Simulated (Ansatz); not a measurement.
Geometry optimisation, Ansatz 0.2.0, DFT PBE, scalar-relativistic, plane waves, PAW.

The input (input.yaml):

```yaml
crystal:
  lattice:
    - [10.86, 0.0, 0.0]
    - [0.0, 10.86, 0.0]
    - [0.0, 0.0, 10.86]
  atoms:
    - { symbol: Si, position: [0.5, 0.0, 0.0] }
    - { symbol: Si, position: [0.625, 0.125, 0.125] }
    - { symbol: Si, position: [0.75, 0.25, 0.0] }
    - { symbol: Si, position: [0.875, 0.375, 0.125] }
    - { symbol: Si, position: [0.75, 0.0, 0.25] }
    - { symbol: Si, position: [0.875, 0.125, 0.375] }
    - { symbol: P, position: [0.125, 0.125, 0.125] }
    - { symbol: Si, position: [0.25, 0.25, 0.0] }
    - { symbol: Si, position: [0.375, 0.375, 0.125] }
    - { symbol: Si, position: [0.5, 0.5, 0.0] }
    - { symbol: Si, position: [0.625, 0.625, 0.125] }
    - { symbol: Si, position: [0.75, 0.75, 0.0] }
    - { symbol: Si, position: [0.875, 0.875, 0.125] }
    - { symbol: Si, position: [0.25, 0.0, 0.25] }
    - { symbol: Si, position: [0.375, 0.125, 0.375] }
    - { symbol: Si, position: [0.5, 0.25, 0.25] }
    - { symbol: Si, position: [0.625, 0.375, 0.375] }
    - { symbol: Si, position: [0.75, 0.5, 0.25] }
    - { symbol: Si, position: [0.875, 0.625, 0.375] }
    - { symbol: Si, position: [0.5, 0.0, 0.5] }
    - { symbol: Si, position: [0.625, 0.125, 0.625] }
    - { symbol: Si, position: [0.75, 0.25, 0.5] }
    - { symbol: Si, position: [0.875, 0.375, 0.625] }
    - { symbol: Si, position: [0.75, 0.0, 0.75] }
    - { symbol: Si, position: [0.875, 0.125, 0.875] }
    - { symbol: Si, position: [0.0, 0.5, 0.0] }
    - { symbol: Si, position: [0.125, 0.625, 0.125] }
    - { symbol: Si, position: [0.25, 0.75, 0.0] }
    - { symbol: Si, position: [0.375, 0.875, 0.125] }
    - { symbol: Si, position: [0.0, 0.25, 0.25] }
    - { symbol: Si, position: [0.125, 0.375, 0.375] }
    - { symbol: Si, position: [0.25, 0.5, 0.25] }
    - { symbol: Si, position: [0.375, 0.625, 0.375] }
    - { symbol: Si, position: [0.5, 0.75, 0.25] }
    - { symbol: Si, position: [0.625, 0.875, 0.375] }
    - { symbol: Si, position: [0.0, 0.0, 0.5] }
    - { symbol: Si, position: [0.125, 0.125, 0.625] }
    - { symbol: Si, position: [0.25, 0.25, 0.5] }
    - { symbol: Si, position: [0.375, 0.375, 0.625] }
    - { symbol: Si, position: [0.5, 0.5, 0.5] }
    - { symbol: Si, position: [0.625, 0.625, 0.625] }
    - { symbol: Si, position: [0.75, 0.75, 0.5] }
    - { symbol: Si, position: [0.875, 0.875, 0.625] }
    - { symbol: Si, position: [0.25, 0.0, 0.75] }
    - { symbol: Si, position: [0.375, 0.125, 0.875] }
    - { symbol: Si, position: [0.5, 0.25, 0.75] }
    - { symbol: Si, position: [0.625, 0.375, 0.875] }
    - { symbol: Si, position: [0.75, 0.5, 0.75] }
    - { symbol: Si, position: [0.875, 0.625, 0.875] }
    - { symbol: Si, position: [0.0, 0.75, 0.25] }
    - { symbol: Si, position: [0.125, 0.875, 0.375] }
    - { symbol: Si, position: [0.0, 0.5, 0.5] }
    - { symbol: Si, position: [0.125, 0.625, 0.625] }
    - { symbol: Si, position: [0.25, 0.75, 0.5] }
    - { symbol: Si, position: [0.375, 0.875, 0.625] }
    - { symbol: Si, position: [0.0, 0.25, 0.75] }
    - { symbol: Si, position: [0.125, 0.375, 0.875] }
    - { symbol: Si, position: [0.25, 0.5, 0.75] }
    - { symbol: Si, position: [0.375, 0.625, 0.875] }
    - { symbol: Si, position: [0.5, 0.75, 0.75] }
    - { symbol: Si, position: [0.625, 0.875, 0.875] }
    - { symbol: Si, position: [0.0, 0.75, 0.75] }
    - { symbol: Si, position: [0.125, 0.875, 0.875] }
total_charge: -1
basis:
  ecutwfc: 420.0
kpoints:
  mp_grid: { grid: [1, 1, 1] }
hamiltonian:
  xc: pbe
  pseudopotentials: { kind: paw, azcp: { folder: soft_1 } }
scf:
  occupations: { method: gaussian, width: 0.02 }
  lower_state_search: "off"
relax:
  f_tol: 0.03
  max_steps: 60
  adjacent_minimum: "off"
```

Command:

```bash
$ ansatz run input.yaml --threads 4 --pin off --max-ram 10240MiB --backend cpu --events-out ev --progress --plain --runs-dir out
```

**Question.** Where does it end, and by what steps?

**Answer.** The forces met the threshold. Limits of this set-up: coarse k mesh, charged cell in a uniform background, uncorrected. After 4 steps the energy has fallen by 0.243 eV; Si25 moved furthest, 0.18 Å.

```tsv
step	energy less start (eV)	largest force component (eV/Å)	accepted
0	0.0000	0.644	yes
1	-0.1934	0.198	yes
2	-0.2303	0.104	yes
3	-0.1769	0.268	no
4	-0.2430	0.010	yes
```

```xyz
63
Lattice="10.8600 0.0000 0.0000 0.0000 10.8600 0.0000 0.0000 0.0000 10.8600" Properties=species:S:1:pos:R:3
Si 5.440 0.001 0.001
Si 6.798 1.351 1.351
Si 8.209 2.656 0.004
Si 9.546 4.043 1.353
Si 8.209 0.004 2.656
Si 9.546 1.353 4.043
P 1.317 1.317 1.317
Si 2.699 2.699 0.101
Si 4.084 4.084 1.387
Si 5.419 5.419 -0.013
Si 6.771 6.771 1.335
Si 8.143 8.143 -0.010
Si 9.557 9.557 1.196
Si 2.699 0.101 2.699
Si 4.084 1.387 4.084
Si 5.464 2.727 2.727
Si 6.816 4.081 4.081
Si 8.166 5.430 2.697
Si 9.513 6.812 4.037
Si 5.419 -0.013 5.419
Si 6.771 1.335 6.771
Si 8.166 2.697 5.430
Si 9.513 4.037 6.812
Si 8.143 -0.010 8.143
Si 9.557 1.196 9.557
Si 0.001 5.440 0.001
Si 1.351 6.798 1.351
Si 2.656 8.209 0.004
Si 4.043 9.546 1.353
Si 0.101 2.699 2.699
Si 1.387 4.084 4.084
Si 2.727 5.464 2.727
Si 4.081 6.816 4.081
Si 5.430 8.166 2.697
Si 6.812 9.513 4.037
Si 0.001 0.001 5.440
Si 1.351 1.351 6.798
Si 2.727 2.727 5.464
Si 4.081 4.081 6.816
Si 5.427 5.427 5.427
Si 6.774 6.774 6.774
Si 8.140 8.140 5.413
Si 9.491 9.491 6.775
Si 2.656 0.004 8.209
Si 4.043 1.353 9.546
Si 5.430 2.697 8.166
Si 6.812 4.037 9.513
Si 8.140 5.413 8.140
Si 9.491 6.775 9.491
Si 0.004 8.209 2.656
Si 1.353 9.546 4.043
Si -0.013 5.419 5.419
Si 1.335 6.771 6.771
Si 2.697 8.166 5.430
Si 4.037 9.513 6.812
Si 0.004 2.656 8.209
Si 1.353 4.043 9.546
Si 2.697 5.430 8.166
Si 4.037 6.812 9.513
Si 5.413 8.140 8.140
Si 6.775 9.491 9.491
Si -0.010 8.143 8.143
Si 1.196 9.557 9.557
```

The run took 24 s on 4 threads of Arm Neoverse V1, on a shared host, peak memory 1.1 GiB.
